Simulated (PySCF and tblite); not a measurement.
Computed ¹H and ¹³C shifts (ppm) of 5 molecules with 5 carbons each, averaged over conformers at 298.15 K: GIAO PBE0/pcSseg-1 (IEF-PCM, chloroform) on GFN2-xTB geometries, unscaled, against TMS (¹H), TMS (¹³C) at the same level; H on other atoms than carbon is left out (PySCF, tblite).

P. ¹H: 3.67 (2H), 3.59 (2H), 1.59 (2H), 1.27 (3H), 1.02 (3H) ¹³C: 76.9 (1C), 70.8 (1C), 27.7 (1C), 17.9 (1C), 13.4 (1C)
Q. ¹H: 2.64 (2H), 1.43 (2H), 0.85 (1H), 0.49 (2H), 0.10 (2H) ¹³C: 44.9 (1C), 32.5 (1C), 13.1 (1C), 6.2 (2C)
R. ¹H: 1.31 (9H) ¹³C: 187.0 (1C), 41.6 (1C), 29.2 (3C)
S. ¹H: 2.61 (1H), 2.28 (3H), 1.11 (6H) ¹³C: 224.3 (1C), 45.8 (1C), 31.7 (1C), 21.2 (2C)
T. ¹H: 3.95 (3H), 2.41 (2H), 1.66 (2H), 0.96 (3H) ¹³C: 183.9 (1C), 54.2 (1C), 40.6 (1C), 23.4 (1C), 16.0 (1C)

The molecules:
1. C5H10O, SMILES CC(=O)C(C)C
2. C₅H₁₀O₂, SMILES CC(C)(C)C(=O)O
3. C5H10O2, SMILES CCCC(=O)OC
4. C₅H₁₀S, SMILES SCCC1CC1
5. C5H12O, SMILES CCCOCC

Which spectrum belongs to which molecule?

P is 5; Q is 4; R is 2; S is 1; T is 3.

Assigned:
1. [CH3:1][C:2](=[O:3])[CH:4]([CH3:5])[CH3:6]: ¹³C: 224.3 (C2), 45.8 (C4), 31.7 (C1), 21.2 (C5/C6) ppm.
2. [CH3:1][C:2]([CH3:3])([CH3:4])[C:5](=[O:6])[OH:7]: ¹³C: 187.0 (C5), 41.6 (C2), 29.2 (C1/C3/C4) ppm.
3. [CH3:1][CH2:2][CH2:3][C:4](=[O:5])[O:6][CH3:7]: ¹³C: 183.9 (C4), 54.2 (C7), 40.6 (C3), 23.4 (C2), 16.0 (C1) ppm.
4. [SH:1][CH2:2][CH2:3][CH:4]1[CH2:5][CH2:6]1: ¹³C: 44.9 (C3), 32.5 (C2), 13.1 (C4), 6.2 (C5/C6) ppm.
5. [CH3:1][CH2:2][CH2:3][O:4][CH2:5][CH3:6]: ¹³C: 76.9 (C3), 70.8 (C5), 27.7 (C2), 17.9 (C6), 13.4 (C1) ppm.

Unscaled shifts at such levels can be off by 15 ppm or more for ¹³C and 0.8 ppm for ¹H.

For scale, the study of CC(=O)C(C)C took 3 min on 1 thread of Arm Neoverse V1, shared host (rough), launched as `OMP_NUM_THREADS=1 python ens_run.py task.json out`.
